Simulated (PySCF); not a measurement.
CH4AlIO. Atoms are numbered in the order given.

```xyz
8

Al     0.0974    -1.3758     0.0000
I     -0.0469     1.1238     0.0000
C     -1.4937    -2.4948     0.0000
H     -2.1205    -2.2886     0.8920
H     -1.2196    -3.5687     0.0000
H     -2.1205    -2.2886    -0.8920
O      1.6455    -2.1179     0.0000
H      2.4767    -1.6168     0.0000
```

Geometry: PBE-D3(BJ)/def2-SVP. The structure was generated by enumeration; whether it is a known compound was not checked. The def2 effective core potentials stand for the cores of I; spin–orbit coupling is left out. Other conformers were not sampled.

These are PBE/def2-TZVP (PySCF) values and carry that method's errors.

The molecule is in vacuum.

Computed frontier levels, gap, dipole moment and polarisability:
* **highest occupied level**: -6.51 eV
* **lowest empty level**: -1.42 eV
* **orbital gap**: 5.09 eV
* **dipole moment**: 0.62 D
* **quadrupole, principal values (traceless, Buckingham form, about the centre of nuclear charge)**: -6.19, 1.71, 4.48 D·Å
* **mean static polarisability**: 76.3 bohr³ (11.31 Å³)
* **polarisability, principal values**: 59.1, 72.0, 98.0 bohr³
